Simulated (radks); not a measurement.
The numbers below are computed, except where a source is named.
The tin anion Sn4-, [Xe], held by a Watson sphere: a shell of charge +4 at radius R that stands for the Madelung well of a crystal (potential energy -4/R inside, -4/r outside, in hartree with lengths in bohr). Code: a radial shooting solver on a logarithmic mesh with Libxc functionals. Model: scalar-relativistic Kohn-Sham, PBEsol, spin-unpolarised, spherical densities, point nucleus. Response by self-consistent Sternheimer equations with the Hartree and adiabatic LDA kernel, the relativistic mass of each level held fixed and spin-orbit coupling left out. The sphere does not respond.

R (bohr),e(4d) (eV),e(5s) (eV),e(5p) (eV),<r> 5p (bohr),sum of <r^2> (bohr^2),X-ray form factor at sin(theta)/lambda = 0.2 1/angstrom,alpha (bohr^3)
2.46,-27.037,-14.390,-7.080,2.833,91.36,40.218,50.42
2.7,-25.923,-13.514,-6.705,2.954,96.88,40.097,58.93
2.75,-25.735,-13.342,-6.624,2.980,98.07,40.076,60.94
3.93,-23.606,-10.293,-4.853,3.623,130.3,39.973,138.2
4.88,-23.172,-8.995,-3.823,4.166,161.4,40.116,260.0
4.98,-23.149,-8.902,-3.736,4.224,165.0,40.130,277.0
